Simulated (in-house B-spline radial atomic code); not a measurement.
Configurations of Cr⁺, with energies counted from [Ar] 3d5. Computed with a B-spline radial code for spherical atoms: non-relativistic B3LYP, spin-polarised, spherical fractional occupations, point nucleus. Caution: exact exchange at fractional occupations of open shells leaves self-interaction of up to several eV. Shells without spins written out take the highest spin.

Occupations are held fixed; configurations that lie above the ionisation limit could autoionise.

| configuration | E - E(ref) (eV) | highest orbital | its <r> (bohr) |
| --- | --- | --- | --- |
| [Ar] 3d4 4s1 | 3.3101 | 4s up | 2.887 |
| [Ar] 3d(4 up, 0 down) 4p(0 up, 1 down) | 8.5931 | 4p down | 3.744 |
| [Ar] 3d4 4d1 | 13.121 | 4d up | 5.849 |
| [Ne] 3s2 3p5 3d5 4s1 | 41.379 | 4s up | 2.864 |
| [Ne] 3s2 3p5 3d6 | 44.55 | 3d down | 1.687 |
| [Ne] 3s2 3p(2 up, 3 down) 3d(1 up, 4 down) 4s(0 up, 1 down) | 49.262 | 3d up | 1.361 |
| [Ne] 3s2 3p5 3d5 4f1 | 53.531 | 4f up | 9.045 |

(1) Order these further configurations by energy, lowest first.
A. [Ar] 3d(4 up, 1 down)
B. [Ar] 3d4 4f1
C. [Ar] 3d4 4p1
D. [Ne] 3s2 3p(2 up, 3 down) 3d(5 up, 1 down)
E. [Ne] 3s2 3p5 3d5 4d1

(2) How far above the reference does [Ar] 3d(1 up, 3 down) 4d(0 up, 1 down) lie?

(3) How far above the reference does [Ne] 3s2 3p5 3d5 4p1 lie?

## Answers

(1) A (5.6256 eV), C (8.1881 eV), B (15.331 eV), D (49.397 eV), E (51.279 eV).

(2) 18.064 eV; its least bound orbital is 4d down with <r> = 5.829 bohr.

(3) 46.318 eV; its least bound orbital is 4p up with <r> = 3.554 bohr.
